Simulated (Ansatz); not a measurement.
Reaction (redistribution): `[OH][Mo]([OH])([OH])([F])([F])[F]` + `[NH2][Hf]([OH])([F])[Cl]` → `[OH][Mo]([OH])([F])([F])([F])[Cl]` + `[NH2][Hf]([OH])([OH])[F]`

Program: Ansatz. Geometries: PBE0-D4/def2-TZVP. ΔE: electronic, gas phase. CCSD(T)/CBS adds triple-zeta CCSD(T) − MP2 to the extrapolated MP2 energy (def2 sets, frozen cores). DFT in def2-TZVPP. B3LYP here is the variant with VWN-RPA as its local correlation; programs differ in this. def2 core potentials past Kr. For Hf, Mo outer-core shells are correlated without core-valence functions, which leaves a few kJ/mol of doubt a bond. Each species was taken in one conformer, which may not be the lowest.

```csv
level,ΔE (kcal/mol),difference from CCSD(T)/CBS
PBE-D4,11.1,-1.2
r2SCAN-D4,12.5,0.2
PBE0-D4,12.6,0.3
B3LYP-D4,11.6,-0.7
ωB97X-V,13.7,1.4
ωB97M-V,13.1,0.8
B2PLYP,11.5,-0.8
PBE,11.3,-1.0
r2SCAN,12.6,0.3
PBE0,12.7,0.4
B3LYP,12.0,-0.3
HF/def2-TZVPP,16.6,4.3
MP2/def2-TZVPP,10.9,-1.4
SCS-MP2/def2-TZVPP,11.8,-0.5
CCSD/def2-TZVPP,14.2,1.9
CCSD(T)/def2-TZVPP,13.0,0.7
HF/def2-QZVPP,16.1,3.8
MP2/def2-QZVPP,10.3,-2.0
SCS-MP2/def2-QZVPP,11.3,-1.0
HF/CBS(def2),16.0,3.7
MP2/CBS(def2),10.1,-2.2
CCSD/CBS(def2),13.4,1.1
CCSD(T)/CBS,12.3,0
```

Largest T1 diagnostic among the species: 0.025, so the coupled-cluster value is less sure than usual.

From PBE to PBE0 (25 % exact exchange), in def2-TZVPP and without D4, ΔE moves by +1.5 kcal/mol. In def2-TZVPP, CCSD(T) changes the Hartree–Fock value by −3.6 kcal/mol (the triples alone add −1.2 kcal/mol) and MP2 by −5.7 kcal/mol.
